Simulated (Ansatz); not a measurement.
Basis-set extrapolation for C$_{3}$H$_{9}$NSi, SMILES `CCC(=N)[SiH3]` (PBE0-D4/def2-TZVP geometry, frozen core, Ansatz 0.2.0). Multiplicity 1, RHF reference.

```json
{"": "HF", "def2-TZVPP": "-462.278027", "def2-QZVPP": "-462.295151"}
{"": "MP2 correlation", "def2-TZVPP": "-0.841726", "def2-QZVPP": "-0.896973"}
{"": "CCSD(T) correlation", "def2-TZVPP": "-0.934259", "def2-QZVPP": "not run"}
```

Energies in hartree. Use E(X) = E(∞) + A·exp(−7.88·√X) for Hartree–Fock and E(X) = E(∞) + B·X^(−2.97) for correlation, with X = 3 and 4, and add CCSD(T) minus MP2 of the smaller set to the MP2 limit.

Problem. What is the CCSD(T) energy at the basis-set limit?

Solution. HF limit: -462.295151 + (-0.017124) × 0.13774 = -462.29751. MP2 limit: -0.896973 + (-0.055247) × 0.74074 = -0.93790. Higher-order term: -0.934259 − (-0.841726) = -0.09253. Total: -463.32794 hartree, 72.6 kcal/mol below CCSD(T)/def2-TZVPP.
